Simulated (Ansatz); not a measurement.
input.yaml

```yaml
crystal:
  periodic: [false, false, false]
  atoms:
    - { symbol: B, position_ang: [0.284966, -0.198263, -0.426234] }
    - { symbol: H, position_ang: [0.372101, 1.106968, 1.658956] }
    - { symbol: O, position_ang: [0.5258, 0.971209, -1.118974] }
    - { symbol: O, position_ang: [1.345106, -1.000283, -0.072419] }
    - { symbol: H, position_ang: [-0.212653, 0.715356, 1.605791] }
    - { symbol: "N", position_ang: [-1.073103, -0.675571, -0.046884] }
    - { symbol: H, position_ang: [-0.279343, 1.477145, -1.313626] }
    - { symbol: H, position_ang: [2.182605, -0.59779, -0.356578] }
    - { symbol: H, position_ang: [-1.937469, -0.191952, -0.279437] }
    - { symbol: H, position_ang: [-1.207909, -1.606717, 0.349406] }
basis:
  gaussian: { orbitals: def2-SVP }
hamiltonian:
  xc: pbe
relax:
  f_tol: 0.03
  max_steps: 50
output:
  orbitals: {}
```

Command:

```bash
$ ansatz run input.yaml --threads 2 --pin off --max-ram 3072MiB --backend cpu --events-out ev --progress --plain --runs-dir out
```

Hardware: 2 threads of Intel(R) Xeon(R) Platinum 8375C CPU @ 2.90GHz (Ice Lake) (shared host).

Question: Roughly how long does this run take, and how much memory?

Answer: 16 s, with a peak of 0.14 GiB, for 15 ionic steps.
